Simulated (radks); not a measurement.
The numbers below are computed, except where a source is named.
Task: These are the eigenvalues of the occupied orbitals of an atom or ion with whole-number occupations (Ry). Level of theory: non-relativistic Kohn-Sham, LDA (Slater exchange, Perdew-Wang correlation), spin-polarised, spherical densities, point nucleus (a radial shooting solver on a logarithmic mesh with Libxc functionals).

| orbital | eigenvalue |
|---|---|
| 1s | -257.2858 |
| 2s | -26.13299 |
| 2p | -21.02264 |
| 3s | -3.01574 |
| 3p | -1.83636 |

Which element is it, and in what charge state? The configuration may be excited. Open shells, if any, are filled with parallel spins first.

Result: Z = 19, potassium, charge +1: K+ in [Ar]. The list shows which subshells hold electrons but not how many an open one holds; the 1s level, -128.64 hartree, gives Z - s = 16.0 by -(Z - s)^2/2, which with screening narrows Z to a few neighbours, and the depths of the outer levels then fix element, charge and occupations together.
